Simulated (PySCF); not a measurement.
Compound: C₈H₁₅P.
Numbering: `[CH2:1]=[CH:2][P:3]1[C@H:4]([CH3:5])[CH2:6][CH2:7][C@@H:8]1[CH3:9]`

Cartesian coordinates in Å at the GFN2-xTB level; atoms count from 1:
```
atom  x, y, z in Å
C1     3.0502   -1.5280    0.1939
C2     2.0656   -0.6909    0.4774
P3     0.7841   -0.2527   -0.7484
C4    -0.6791   -1.0492    0.1559
C5    -1.4372   -1.9982   -0.7637
C6    -1.5525    0.0915    0.6798
C7    -0.6270    1.2336    1.0808
C8     0.3576    1.4510   -0.0708
C9    -0.2334    2.3116   -1.1843
H10    3.1403   -1.9755   -0.7828
H11    3.8030   -1.8030    0.9170
H12    1.9869   -0.2392    1.4612
H13   -0.2712   -1.6193    0.9989
H14   -1.8084   -1.4670   -1.6384
H15   -2.2857   -2.4395   -0.2422
H16   -0.7855   -2.8003   -1.1046
H17   -2.1603   -0.2418    1.5233
H18   -2.2289    0.4239   -0.1100
H19   -0.0865    0.9573    1.9891
H20   -1.1878    2.1470    1.2883
H21    1.2785    1.9277    0.2846
H22   -0.4683    3.3098   -0.8165
H23    0.4779    2.4055   -2.0029
H24   -1.1442    1.8654   -1.5778
```

NICS = −σ at a ghost point: NICS(0) at the centroid of the ring atoms, NICS(1) 1 Å to either side along the normal of their mean plane, zz for the tensor component along that normal. Level: GIAO PBE0/pcSseg-1 (PySCF, non-relativistic, gas phase) on the GFN2-xTB geometry, one conformer.

Ring bond lengths (Å), with Mayer bond orders in brackets: P3–C4 1.896 (0.91), C4–C6 1.529 (0.97), C6–C7 1.524 (1.03), C7–C8 1.531 (1.00), C8–P3 1.882 (0.93).

Problem. What do the NICS probes read (ppm)?

Solution. 
```
          ring                                             type  NICS(0)  NICS(1), two faces  NICS(1)zz, two faces  rms pucker (Å)  centre to ring atoms, mean (Å)
P3–C4–C6–C7–C8  5-membered ring with P; formal bonds all single     -5.6         -4.3 / -3.3           -4.0 / -2.7            0.19                            1.39
```

Problem. What do they say, and how far can they be read as aromaticity?

Solution. 
- P3–C4–C6–C7–C8: mean NICS(1)zz -3.3 ppm, shielded. C4, C6, C7, C8 have four or more neighbours, and the NICS criterion for π rings isn't applied.

Problem. What field does 9.4 T along the ring normal induce along that normal at the second NICS(1) probe listed for ring P3–C4–C6–C7–C8, 1 Å off the ring?

Solution. NICSzz × B0 = -2.7 ppm × 9.4 T = -25 μT, against the applied field.
